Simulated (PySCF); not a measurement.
**Field gradients at the hydrogen positions**

Compound: C7H13PS.
SMILES with atom numbers: `[CH2:1]=[CH:2][CH2:3][P:4]1[CH2:5][CH2:6][S:7][CH2:8][CH2:9]1` (hydrogens: H10, H11 on C1; H12 on C2; H13, H14 on C3; H15, H16 on C5; H17, H18 on C6; H19, H20 on C8; H21, H22 on C9)

Geometry (GFN2-xTB, Å), atoms numbered from 1 in this order:
```
atom  x, y, z in Å
C1     3.2822    0.7996   -0.4630
C2     2.6444    0.2985    0.5795
C3     1.5878   -0.7463    0.4903
P4    -0.0660   -0.0265    0.9824
C5    -0.3642    1.0092   -0.5378
C6    -1.8248    1.4134   -0.6359
S7    -2.8962    0.0073   -1.0748
C8    -2.5884   -1.0462    0.3781
C9    -1.1327   -1.4702    0.4754
H10    3.0845    0.4578   -1.4664
H11    4.0328    1.5643   -0.3597
H12    2.8582    0.6597    1.5774
H13    1.7937   -1.5552    1.1982
H14    1.5264   -1.1603   -0.5200
H15    0.2582    1.9054   -0.4522
H16   -0.0624    0.4627   -1.4365
H17   -1.9810    2.1444   -1.4296
H18   -2.1870    1.8278    0.3074
H19   -2.9023   -0.4925    1.2655
H20   -3.2447   -1.9069    0.2457
H21   -1.0318   -2.2450    1.2420
H22   -0.7972   -1.8816   -0.4814
```

Level: PBE0/pcSseg-1 (PySCF, non-relativistic); Q(2H) = 0.00286 b; rigid geometry, the same for H and D, with no vibrational averaging.

Question: Rank these positions by the coupling χzz of a deuteron there, largest first.
A. H11 (vinylic hydrogen)
B. H15 (methylene hydrogen)
C. H12 (vinylic hydrogen)

Answer: A (228 kHz), C (217 kHz), B (203 kHz).

What are Vzz, η and χzz (234.96 MHz × Q × Vzz) at all hydrogens?

```
atom  bonded to  bond length (Å)  Vzz (au)     η  χzz (kHz)
 H10         C1            1.078    0.3351  0.06        225
 H11         C1            1.076    0.3393  0.05        228
 H12         C2            1.083    0.3226  0.06        217
 H13         C3            1.094    0.3032  0.01        204
 H14         C3            1.093    0.3026  0.03        203
 H15         C5            1.094    0.3015  0.02        203
 H16         C5            1.094    0.3006  0.02        202
 H17         C6            1.090    0.3060  0.04        206
 H18         C6            1.092    0.3002  0.01        202
 H19         C8            1.092    0.3000  0.01        202
 H20         C8            1.090    0.3060  0.04        206
 H21         C9            1.095    0.3032  0.02        204
 H22         C9            1.094    0.2999  0.02        202
```

How does χzz go with the bond length over the 13 C–H bonds?

A straight-line fit has a slope of -14.1 kHz for each 0.01 Å, with a correlation coefficient of -0.98, over lengths from 1.076 to 1.095 Å. The longer bonds have the smaller couplings here.

Give the 2H NMR doublet splittings at H19 for a magnetic field along the z, y and x axes of the gradient: 3χ/2, 3χ(1 + η)/4, 3χ(1 − η)/4.

With |χ| = 201.6 kHz and η = 0.008: 302, 152 and 150 kHz, to first order and without motion.

One conformer (not necessarily the lowest) at the GFN2-xTB geometry, without solvent, vibrations or thermal averaging. GFN2-xTB bond lengths can be off by several hundredths of an ångström, more for odd bonds, and the gradients follow them. A larger basis could move these couplings by a tenth or more.

These values come from a run that also computed NMR shieldings. The run took 59 s of wall time (with the writing of density and orbital grids) on one thread of an Intel Xeon Platinum 8488C, shared host, and the process peaked at 1.1 GiB of memory.
